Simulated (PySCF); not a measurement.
AlO, SMILES [O]=[Al], multiplicity 2. Atoms are numbered in the order given.

```xyz
2

Al     0.0000     0.0000    -0.6199
O      0.0000     0.0000     1.0074
```
Charge 0, spin multiplicity 2.

Geometry optimised at B3LYP-D3(BJ)/def2-TZVPD.

Level of theory: PySCF with B3LYP/pcH-1.

Unrestricted Kohn–Sham, ⟨S²⟩ = 0.757. Hyperfine tensors hold the contact and dipolar terms, without spin-orbit corrections.

Problem. Estimate the hyperfine couplings. (The exact figures need the calculation; the answer reports its results.)

Solution. 
```tsv
nucleus	A(iso) (MHz)	A(iso) (G)	dipolar principal values (MHz)
27Al no. 1	457.4	163.2	-60.2, -60.2, 120.4
17O no. 2	7.8	2.8	-139.1, 69.6, 69.6
```
